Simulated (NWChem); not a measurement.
Molecule: SiH$_{3}$O$_{3}$Cl; SMILES O[Si](O)(O)Cl

```xyz
8

O     -0.0368     1.5450    -0.9759
Si     0.0000     0.0000    -0.4360
O      1.3564    -0.7407    -0.9759
O     -1.3196    -0.8043    -0.9759
Cl     0.0000     0.0000     1.6353
H     -0.7650     2.1003    -0.6831
H      2.2014    -0.3877    -0.6831
H     -1.4364    -1.7127    -0.6831
```
Atoms are numbered in this order, from 1.

Level: PBE0/def2-SVP (NWChem), optimised geometry, unscaled harmonic frequencies. 

List the harmonic frequencies with IR intensities, and the thermochemistry.


```
frequency (cm⁻¹)  IR intensity (km/mol)
----------------  ---------------------
104                                45.9
104                                46.0
256                               171.9
264                                31.3
264                                31.3
332                                28.0
332                                28.0
342                                62.9
550                               127.0
796                               214.9
796                               214.9
810                               130.7
840                               188.5
1014                              172.9
1014                              172.9
3941                              188.4
3941                              188.4
3944                                2.3
```

```yaml
zero_point_energy: 28.1 kcal/mol
thermal correction to the enthalpy at 298.15 K (with zero-point energy): 33.3 kcal/mol
heat capacity Cv: 24.3 cal/(mol K)
entropy at 298.15 K and 1 atm (symmetry number 3): 81.9 cal/(mol K)
dipole_moment: 0.57 D
```

Rigid rotor and harmonic oscillator.
